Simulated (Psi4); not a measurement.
Br$_{3}$Ga (SMILES [Br][Ga]([Br])[Br]), singlet, at a GFN2-xTB geometry (such geometries of metal compounds can be far from the true shape). Base run: B3LYP/6-31G* in Psi4.

Geometry (Å):
```xyz
4

Ga     0.0000     0.0000     0.0000
Br     2.1703    -0.3323    -0.6642
Br    -0.7742    -0.9827     1.9227
Br    -1.3961     1.3150    -1.2585
```
All else is at Psi4's defaults (density fitting; Cartesian or spherical functions as each basis is defined).

Each row names what was changed in the base input (with any setting that the change needs).

```csv
change,basis functions,E (Eh),core-seconds (rough)
base,140,-9645.94870,10
basis = 3-21G,92,-9601.02943,9
basis = pcseg-1,108,-9646.53774,7
basis = cc-pVDZ,108,-9647.00915,20
basis = 6-31G**,140,-9645.94870,8
basis = aug-cc-pVDZ,144,-9647.01698,20
basis = aug-pcseg-1,144,-9646.54458,10
basis = def2-SVPD,161,-9646.44907,10
basis = cc-pVTZ,172,-9647.80121,50
basis = def2-TZVPP,192,-9647.62727,20
basis = def2-TZVP,192,-9647.62727,20
basis = def2-TZVPD,225,-9647.62849,20
basis = cc-pVQZ,272,-9647.81493,80
```

Totals compare only among sets that treat the same electrons; sets with core potentials leave the core out.
